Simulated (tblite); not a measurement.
`[SiH3]N[SiH2]N[SiH3]`. Computed geometry: GFN2-xTB, gas phase.

```
atom  x, y, z in Å
Si1    2.9773    0.5727    0.1263
N2     1.4270   -0.0689   -0.2853
Si3   -0.0890    0.3276    0.4467
N4    -1.2729   -0.5040   -0.5010
Si5   -2.9675   -0.6091   -0.1820
H6     3.8901    0.0852   -0.9091
H7     3.4297    0.1269    1.4502
H8     2.8542    2.0276    0.1174
H9     1.4465   -0.9665   -0.7420
H10   -0.2111    1.7864    0.3973
H11   -0.2276   -0.1632    1.8198
H12   -1.0119   -0.6460   -1.4636
H13   -3.4865   -1.5850   -1.1418
H14   -3.6470    0.6811   -0.3549
H15   -3.1157   -1.0569    1.2000
```

Question: Where is the centre of mass (commonest isotopes), and what is the radius of gyration?

Answer: Mass 122.015 u; centre at (-0.001, 0.003, 0.002) Å; Rg = √(Σ m r²/M) = 2.365 Å. As Ia + Ib + Ic = 2 Σ m r², the three principal moments sum to 1365.1 u·Å².

Question: How far are the heavy atoms from their best plane (unweighted least squares)?

Answer: 0.036 Å rms; Si1 0.02, N2 0.05, Si3 0.00, N4 0.05, Si5 0.02 Å (magnitudes).

Question: Work out the bond lengths Si1–N2, Si1–H7, N2–H9, Si3–N4, N4–Si5, Si5–H13, Si5–H14, Si5–H15 in pm.

Answer: For Si1–N2 the difference vector is (-1.5503, -0.6416, -0.4116) Å, of length 1.7276 Å. Si1–N2 172.8; Si1–H7 146.8; N2–H9 100.7; Si3–N4 173.0; N4–Si5 172.8; Si5–H13 146.4; Si5–H14 146.8; Si5–H15 146.0 pm.

Question: Give the dihedral angles H12–N4–Si5–H13, H8–Si1–N2–Si3, Si3–N4–Si5–H14.

Answer: H12–N4–Si5–H13 32° (synclinal); H8–Si1–N2–Si3 -52° (synclinal); Si3–N4–Si5–H14 69° (synclinal). Dihedral signs follow IUPAC: positive where, seen along the central bond, the front bond turns clockwise onto the rear one.

Question: How far apart are these pairs, which share no bond: N2···H10, N2···H14, Si3···H6, N4···H9, Si5···H12, H7···H11, H14···H15?

Answer: N2···H10 2.567 Å (2 bonds apart); N2···H14 5.130 Å (4 bonds apart); Si3···H6 4.211 Å (3 bonds apart); N4···H9 2.769 Å (3 bonds apart); Si5···H12 2.338 Å (2 bonds apart); H7···H11 3.687 Å (4 bonds apart); H14···H15 2.392 Å (2 bonds apart).

Question: What is the repulsion energy of the bare nuclei, Σ ZA·ZB/RAB?

Answer: 355.40 Eh over 105 pairs, with full nuclear charges and distances in bohr; the largest single term is 33.55 Eh (Si3 with Si5, or a pair equal to it).

Question: What are the angles N2–Si1–H7, H6–Si1–H8, N2–Si3–N4, Si3–N4–Si5?

Answer: From the scalar product of the two bond vectors; for N2–Si1–H7 it is -0.9602 Å² over 1.7276 × 1.4684 Å², cos θ = -0.3785. N2–Si1–H7 112.2°; H6–Si1–H8 112.3°; N2–Si3–N4 104.9°; Si3–N4–Si5 126.8°.

The point group is C2 within 0.08 Å; differences among equivalent distances and angles are scatter left by the optimiser. Its GFN2-xTB frequencies are all real (lowest 38 cm⁻¹). One conformer, not necessarily the lowest.
